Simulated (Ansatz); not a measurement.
Basis-set extrapolation for C5H3NS, SMILES `N#Cc1cccs1` (PBE0-D4/def2-TZVP geometry, frozen core, the Gaussian-basis code of Ansatz). Multiplicity 1, RHF reference.

|  | def2-TZVPP | def2-QZVPP |
| --- | --- | --- |
| HF | -643.141898 | -643.162769 |
| MP2 correlation | -1.134671 | -1.211302 |
| CCSD(T) correlation | -1.214601 | not run |

Energies in hartree. Use E(X) = E(∞) + A·exp(−7.88·√X) for Hartree–Fock and E(X) = E(∞) + B·X^(−2.97) for correlation, with X = 3 and 4, and add CCSD(T) minus MP2 of the smaller set to the MP2 limit.

Question: What is the CCSD(T) energy at the basis-set limit?

Answer: HF limit: -643.162769 + (-0.020871) × 0.13774 = -643.16564. MP2 limit: -1.211302 + (-0.076631) × 0.74074 = -1.26807. Higher-order term: -1.214601 − (-1.134671) = -0.07993. Total: -644.51364 hartree, 412.6 kJ/mol below CCSD(T)/def2-TZVPP.
